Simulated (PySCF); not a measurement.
Mapped SMILES: `[CH3:1][SiH2:2]/[CH:3]=[C:4](\[C:5]#[N:6])[O:7][CH:8]=[O:9]`. Each H is labelled by its parent atom.

Single conformer, no relativistic terms, one averaged value for each set of equivalent atoms, no solvent model. Shieldings: GIAO PBE0/pcSseg-1; geometry from GFN2-xTB; PySCF 2.14.

Scale: $^{13}$C (σref 186.93), $^{1}$H (σref 31.72), $^{29}$Si (σref 349.16) against TMS; $^{15}$N (σref 267.73) vs NH3; $^{17}$O (σref 336.08) against H2O (reference shieldings calculated alike).

```tsv
atoms	nucleus	count	Hirshfeld charge	δ (ppm)
C8	$^{13}$C	1	0.19	159.9
Si2	$^{29}$Si	1	0.35	?
H(Si2)	$^{1}$H	2	-0.07	4.55
H(C3)	$^{1}$H	1	0.06	6.74
C4	$^{13}$C	1	0.09	138.4
N6	$^{15}$N	1	-0.18	?
C1	$^{13}$C	1	-0.21	-8.6
C3	$^{13}$C	1	-0.12	135.5
H(C1)	$^{1}$H	3	0.04	?
O9	$^{17}$O	1	-0.22	463.2
C5	$^{13}$C	1	0.07	117.8
H(C8)	$^{1}$H	1	0.07	?
O7	$^{17}$O	1	-0.08	265.4
```

**Question.** Fill in the missing shifts.

**Answer.** 
- H(C8): 8.01 ppm, hydrogen on an ester carbonyl carbon
- H(C1): 0.53 ppm, hydrogen on a methyl carbon bonded to Si; an electropositive neighbour shields it, as in TMS itself
- Si2: -53.2 ppm, silicon bonded to 2 C, 2 H
- N6: 340.6 ppm, nitrile nitrogen

Shifts are as computed. Against solution values, carbons near 30 ppm lie about +3 ppm off and those near 130 ppm about +5 ppm. Of 1309 compounds with measured shifts, 239 miss one by over three times the rms of a fit or turn the order of signals round; such compounds aren't used in these exercises. Unscaled 17O shifts of doubly bonded oxygen tend to come out too high, by tens of ppm or more. Experimental scales use liquid or dissolved standards, which lie at an offset from isolated NH3 (liquid NH3: subtract about 20 ppm) and H2O (liquid H2O: subtract about 36 ppm). Unscaled 15N shifts of sp2 nitrogen come out 20 to 40 ppm too high even then.
